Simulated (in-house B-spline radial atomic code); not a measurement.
Computed with a B-spline radial atomic code. Model: two electrons, singlet ground state, non-relativistic, full CI in B-splines with partial waves to l = 8 (at full coupling up to 3e-4 hartree above the limit, correlation up to 0.6 % small), density held at that of full coupling by Lieb maximisation.

W(λ) is the mean repulsion in the state of coupling λ less the Hartree energy of the fixed density. Its start is exact exchange, its initial slope is twice the second-order Görling-Levy correlation energy, and its area from 0 to 1 is E_xc. A straight curve means weak, dynamic correlation, and a curve that drops fast and flattens means strong correlation.

Command:
```bash
python run_ac.py task.json out
```
Settings (lengths in bohr, energies in hartree):
```
potential              ball
strength               1
lmax                   8
wall_radius            50.1
```

Cost of the run: 7.2 s on 1 thread of Intel(R) Xeon(R) Processor @ 2.30GHz (shared host).

**W = mean repulsion less Hartree energy, and W of three functionals.**

Given: confinement empty hard sphere; hard wall radius 50.1 bohr; external potential zero inside.

Computed: LDA exchange minus exact 1.5708 millihartree; PBE exchange minus exact -1.7674 millihartree.

| coupling | W xc (hartree) | W xc minus exchange (millihartree) | kinetic minus Kohn-Sham (millihartree) | LDA (PW92) W minus its exchange (millihartree) | PBE W minus its exchange (millihartree) | SCAN W minus its exchange (millihartree) |
| --- | --- | --- | --- | --- | --- | --- |
| 0 | -0.027759 | 0 | 0 | 0 | 0 | 0 |
| 0.02 | -0.030578 | -2.818 | 0.03 | -4.46 | -2.7 | -1.62 |
| 0.05 | -0.033011 | -5.252 | 0.11 | -7.38 | -4.93 | -3.38 |
| 0.12 | -0.035402 | -7.642 | 0.3 | -10.85 | -7.8 | -5.88 |
| 0.25 | -0.036844 | -9.085 | 0.54 | -13.8 | -10.37 | -8.1 |
| 0.4 | -0.037504 | -9.745 | 0.75 | -15.53 | -11.92 | -9.28 |
| 0.6 | ? | ? | ? | ? | ? | ? |
| 0.8 | -0.038221 | -10.462 | 1.16 | -17.77 | -13.94 | -10.49 |
| 1 | -0.038404 | -10.645 | 1.32 | -18.4 | -14.52 | -10.76 |
| 1.4 | -0.038647 | -10.888 | 1.61 | -19.27 | -15.32 | -11.06 |
| 2 | -0.038868 | -11.108 | 1.98 | -20.08 | -16.07 | -11.29 |
| 3 | ? | ? | ? | ? | ? | ? |
| 4.5 | -0.039264 | -11.505 | 3.18 | -21.56 | -17.44 | -11.6 |
| 7 | -0.039435 | -11.675 | 4.14 | -22.18 | -18.01 | -11.7 |
| 10 | -0.039554 | -11.795 | 5.13 | -22.59 | -18.4 | -11.76 |

What belongs in the row 0.6?

W xc (hartree): -0.037954; W xc minus exchange (millihartree): -10.194; kinetic minus Kohn-Sham (millihartree): 0.97; LDA (PW92) W minus its exchange (millihartree): -16.89; PBE W minus its exchange (millihartree): -13.14; SCAN W minus its exchange (millihartree): -10.07.

What belongs in the row 3?

W xc (hartree): -0.039082; W xc minus exchange (millihartree): -11.322; kinetic minus Kohn-Sham (millihartree): 2.5; LDA (PW92) W minus its exchange (millihartree): -20.88; PBE W minus its exchange (millihartree): -16.81; SCAN W minus its exchange (millihartree): -11.48.

What is the SCAN exchange minus exact?

-2.6629 millihartree.

**Energy parts, natural occupations and partial-wave weights.**

Computed: total energy 0.0248 hartree; kinetic part of the DFT correlation energy 0.0013227 hartree; kinetic part over minus potential part 0.12425; Hartree energy 0.055519 hartree; Kohn-Sham kinetic 0.0063882 hartree; Lieb Oxford ratio E_xc over LDA exchange 1.416.

```
natural  occupation of the shell (electrons)
      s                               1.0387
      p                              0.86103
      d                             0.095948
      s                            0.0023948
      f                                    ?
      p                           0.00060204
```

What belongs in the row f?

occupation of the shell (electrons): 0.0013022.

```json
{"wave": "s", "weight": "0.52056"}
{"wave": "p", "weight": "0.43081"}
{"wave": "d", "weight": "?"}
{"wave": "f", "weight": "0.00065108"}
{"wave": "g", "weight": "9.7072e-08"}
```

What belongs in the row d?

weight: 0.047977.

What is the exchange energy?

-0.027759 hartree.

What is the correlation energy?

-0.0093224 hartree.

Half-way to full coupling W has made 94 % of its drop, against 50 % for a straight line, and second-order (GL2) theory, half the initial slope, overshoots the correlation energy by about 784 %: correlation is strong. Over couplings 0 to 1 the errors in E_xc come to about -4.1 millihartree for LDA, -4.0 millihartree for PBE, -2.1 millihartree for SCAN, so SCAN is nearest. In LDA and SCAN the errors of exchange and correlation have opposite signs, so the sum is smaller than the larger of the two.
